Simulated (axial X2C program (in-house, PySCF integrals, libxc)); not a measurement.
**Density and ELF of NbCl⁺**

All values were computed with an axial X2C code built on PySCF integrals. Two-component (2c) means X2C with spin–orbit coupling and atomic mean-field two-electron Coulomb and Gaunt terms. Basis: Nb dyall-cv3z [11s12p9d5f3g], Cl dyall-av3z [9s8p3d2f] (cores contracted in-house); Gaussian nuclei, density fitting, unrestricted open shells. Masses: Nb 92.906 u, Cl 34.969 u.

PBE0, 2c, state Ω = 3/2 (⟨Sz⟩ = 1.50, ⟨Lz⟩ = 0.00 at PBE0); Nb at z = 0, Cl at z = 2.183 Å.

The maps cover the half plane through the axis: z from -2.4 to 4.2 Å along the bond, ρ from 0.15 to 2.25 Å away from it.

log10 of the density in e/bohr³:

```
 ρ\z  -2.4  -1.8  -1.2  -0.6   0.0   0.6   1.2   1.8   2.4   3.0   3.6   4.2
0.15  -4.0  -2.9  -1.6  -0.2   1.6  -0.2  -0.9  -0.3   0.6  -0.9  -1.9  -3.1
0.45  -4.2  -3.0  -1.8  -0.5   0.1  -0.6  -1.0  -0.6  -0.5  -1.0  -2.1  -3.2
0.75  -4.3  -3.3  -2.2  -1.1  -0.5  -1.1  -1.3  -0.8  -0.8  -1.3  -2.3  -3.4
1.05  -4.5  -3.6  -2.6  -1.6  -1.1  -1.5  -1.6  -1.3  -1.3  -1.8  -2.6  -3.6
1.35  -4.7  -3.7  -2.8  -2.0  -1.6  -1.9  -2.0  -1.8  -1.8  -2.2  -3.0  -3.9
1.65  -4.8  -3.8  -3.0  -2.3  -2.1  -2.2  -2.4  -2.3  -2.3  -2.7  -3.4  -4.2
1.95  -4.9  -4.0  -3.2  -2.7  -2.5  -2.6  -2.8  -2.8  -2.9  -3.2  -3.8  -4.5
2.25  -5.0  -4.2  -3.6  -3.1  -2.9  -3.0  -3.2  -3.3  -3.4  -3.7  -4.2  -4.9
```

Electron localisation function (collinear form, no current term, damped to 0 at low density):

```
 ρ\z  -2.4  -1.8  -1.2  -0.6   0.0   0.6   1.2   1.8   2.4   3.0   3.6   4.2
0.15  0.00  0.09  0.62  0.85  0.49  0.81  0.58  0.09  0.79  0.89  0.63  0.10
0.45  0.00  0.02  0.22  0.72  0.26  0.61  0.58  0.54  0.18  0.89  0.58  0.07
0.75  0.00  0.00  0.02  0.38  0.82  0.25  0.55  0.85  0.86  0.83  0.46  0.04
1.05  0.00  0.00  0.01  0.27  0.69  0.17  0.46  0.81  0.83  0.70  0.29  0.02
1.35  0.00  0.00  0.03  0.34  0.62  0.23  0.31  0.64  0.65  0.47  0.14  0.00
1.65  0.00  0.00  0.07  0.40  0.57  0.29  0.19  0.38  0.38  0.22  0.04  0.00
1.95  0.00  0.00  0.08  0.38  0.49  0.29  0.11  0.14  0.14  0.06  0.01  0.00
2.25  0.00  0.00  0.04  0.26  0.37  0.21  0.06  0.04  0.03  0.01  0.00  0.00
```

Axial spin density in 10⁻³ e/bohr³:

```
 ρ\z  -2.4  -1.8  -1.2  -0.6    0.0   0.6  1.2   1.8   2.4   3.0  3.6  4.2
0.15   0.0   0.4   8.3  81.8  442.6  94.0  2.4  -4.1   0.1   1.6  0.3  0.0
0.45   0.0   0.2   3.6  24.8   82.2  26.5  1.6  -4.9  -6.3   0.0  0.1  0.0
0.75   0.0   0.1   1.3  19.5  104.6  19.1  2.2  -1.9  -5.1  -0.7  0.0  0.0
1.05   0.0   0.1   1.3  15.8   50.2  16.1  2.8  -0.1  -1.8  -0.5  0.0  0.0
1.35   0.0   0.1   1.3   9.2   20.7   9.6  2.3   0.3  -0.5  -0.2  0.0  0.0
1.65   0.0   0.1   0.9   4.4    8.2   4.7  1.4   0.3  -0.1  -0.1  0.0  0.0
1.95   0.0   0.1   0.5   2.0    3.2   2.1  0.8   0.2   0.0   0.0  0.0  0.0
2.25   0.0   0.1   0.3   0.8    1.2   0.9  0.3   0.1   0.0   0.0  0.0  0.0
```

The state is a single determinant with fixed occupations, the lowest that a limited PBE0 search found. Density functionals use the spin component along the axis (collinear). PBE0 can misorder states that lie within some tenths of an eV, so this need not be the ground state of the molecule. The nearest other 2c determinant of the search, Ω = 1/2, lies 0.27 eV up at the distance of the search. With several unpaired electrons one determinant need not be a pure state. This is the top spin component of a Σ state; components of lower Ω are not single determinants and can lie lower.
